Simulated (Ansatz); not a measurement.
Reaction (formal loss of a carbene): `[CH3][Ga]([CH3])[CH]=O` → `[CH3][GaH][CH]=O` + `[CH2]` (triplet)

Computed with Ansatz on PBE0-D4/def2-TZVP structures; ΔE is electronic, products minus reactants. CCSD(T)/CBS adds triple-zeta CCSD(T) − MP2 to the extrapolated MP2 energy (def2 sets, frozen cores). This one scheme is used for every species. Triplets are unrestricted, without spin–orbit coupling. For Ga outer-core shells are correlated without core-valence functions, which leaves a few kJ/mol of doubt a bond. Scalar relativity is left out up to krypton. One conformer a species, not always the lowest.

`[CH3][Ga]([CH3])[CH]=O`:

```xyz
12

C     1.199   -1.413   -0.545
Ga    0.039    0.029    0.126
C    -1.928    0.007    0.089
C     0.935    1.764    0.664
O     1.084    2.538   -0.258
H     0.628   -2.237   -0.974
H     1.825   -1.805    0.260
H     1.872   -1.016   -1.310
H    -2.298    0.898   -0.426
H    -2.323   -0.878   -0.411
H    -2.327    0.037    1.107
H     1.294    2.075    1.677
```

`[CH3][GaH][CH]=O`:

Z-matrix (Å, degrees):
```
C
Ga 1 1.963
H 1 1.090 2 112.1
H 1 1.092 2 110.4 3 122.1
H 1 1.094 2 109.4 3 -119.8
C 2 2.021 1 118.0 3 -153.3
H 2 1.572 1 123.7 3 18.5
O 6 1.211 2 113.2 1 77.1
H 6 1.118 2 128.3 1 -103.9
```

`[CH2]` (triplet):

Z-matrix (Å, degrees):
```
C
H 1 1.079
H 1 1.079 2 134.9
```

```
                 species  CCSD(T)/CBS(def2) energy (Eh)
`[CH3][Ga]([CH3])[CH]=O`                    -2117.46109
      `[CH3][GaH][CH]=O`                    -2078.18542
       `[CH2]` (triplet)                      -39.09499
```

Task: Work out ΔE.

Result: ΔE = (-2078.18542) + (-39.09499) − (-2117.46109) = 0.18068 Eh = +474.4 kJ/mol.

Largest T1 diagnostic among the species: 0.015.

From PBE to PBE0 (25 % exact exchange), in def2-TZVPP and without D4, ΔE moves by −8.3 kJ/mol. In def2-TZVPP, CCSD(T) changes the Hartree–Fock value by +145.1 kJ/mol (the triples alone add +12.0 kJ/mol) and MP2 by +161.1 kJ/mol. The D4 term adds +9.2 kJ/mol with B3LYP and +5.1 kJ/mol with PBE0; it sums over pairs of atoms, weighted by their polarisabilities, and B3LYP, whose exchange is more repulsive, gets the larger term.

B3LYP here is the variant with VWN-RPA as its local correlation; programs differ in this.
